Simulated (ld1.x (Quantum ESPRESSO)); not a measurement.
Si: variants of one TM potential

Base potential:

```json
{
 "Element": "silicon",
 "Generator": "ld1.x (Quantum ESPRESSO) 7.5",
 "Type": "norm-conserving Troullier–Martins (Kleinman–Bylander form)",
 "Functional": "PBEsol",
 "Relativity": "non-relativistic",
 "Frozen core": "[Ne]",
 "Valence charge": "4",
 "Reference configuration": "3s1.5 3p2.5",
 "Partial waves": "3s (bound): rc 1.65 bohr; 3p (bound): rc 2.15 bohr; 3d channel at 0.15 Ry: rc 1.60 bohr",
 "Local potential": "the d channel",
 "Core correction": "none"
}
```

All-electron outer shells of the reference configuration (PBEsol, non-relativistic, ld1.x):

```
shell  level (eV)  outermost node (bohr)  outermost maximum (bohr)
   2p      -96.28                      –                      0.39
   3s      -11.10                   0.72                      1.77
   3p       -4.37                   0.72                      2.14
```

Cutoffs, loose and tight: the cutoffs (Ry, on a coarse ladder) from which the occupation-weighted sum of valence levels, in a spherical-Bessel basis at the reference potential, stays within 10 and 1 mRy of its value at 400 Ry. They do not see the model core or the augmentation charge, which bear on the density cutoff. Test errors are all-electron minus pseudo excitation energies from the reference, over the configurations 3s2 3p2; 3s2 3p1; 3s2 3p0; 3s2 3p2.3; 3s1 3p3; 3s1 3p0; 3s0 3p4. A dash means not determined; rows that change the core or the reference have their own tests. The largest error is taken over the tests solved by every variant that gives reliable tests at all: 3s0 3p4; 3s1 3p0; 3s1 3p3; 3s2 3p0; 3s2 3p1; 3s2 3p2.

A true bound ghost makes a file unfit for plane-wave use even where its test errors are small: the radial tests pick states by their node count and pass the ghost by.

| change | outcome | cutoff, loose | cutoff, tight | bound ghosts | largest test error (meV) |
| --- | --- | --- | --- | --- | --- |
| base | generated | 15 Ry | 35 Ry | none | +141 |
| all radii scaled by about 0.75 (s 1.24, p 1.62, d 1.20 bohr) | generated | 50 Ry | 100 Ry | s | +37 |
| all radii scaled by about 0.85 (s 1.40, p 1.84, d 1.36 bohr) | generated | 15 Ry | 70 Ry | s | +1396 |
| all radii scaled by about 1.07 (s 1.76, p 2.30, d 1.70 bohr) | generated | 15 Ry | 35 Ry | none | +110 |
| all radii scaled by about 1.16 (s 1.92, p 2.50, d 1.86 bohr) | generated | 12 Ry | 35 Ry | none | +99 |
| all radii scaled by about 1.23 (s 2.02, p 2.64, d 1.96 bohr) | generated | 12 Ry | 30 Ry | none | +93 |
| all radii scaled by about 1.32 (s 2.18, p 2.84, d 2.12 bohr) | generated | 10 Ry | 30 Ry | none | +84 |
| all radii scaled by about 1.37 (s 2.26, p 2.94, d 2.18 bohr) | generated | 10 Ry | 25 Ry | none | +81 |

(1) What comes out with this change to the base: all radii scaled by about 0.90 (s 1.48, p 1.94, d 1.44 bohr)?

Answers

(1) outcome: generated; cutoff, loose: 15 Ry; cutoff, tight: 40 Ry; bound ghosts: none; largest test error (meV): +496.

Reading the sweep of the scale of all radii (base = 1) (base included, trends over the rows without a ghost): The loose cutoff falls from 15 Ry at 0.9 to 10 Ry at 1.37. A larger radius leaves more room for a smooth pseudo-wave, so fewer plane waves are needed; a smaller one forces it to follow the all-electron wave where it bends sharply. The median size of the test errors (rows with all tests solved) falls from 8.6 meV at 0.9 to 2.8 meV at 1.37, with one reversal. This runs against the usual rule that a larger radius transfers worse; these runs do not show why. Bound ghosts are found at 0.75, 0.85.
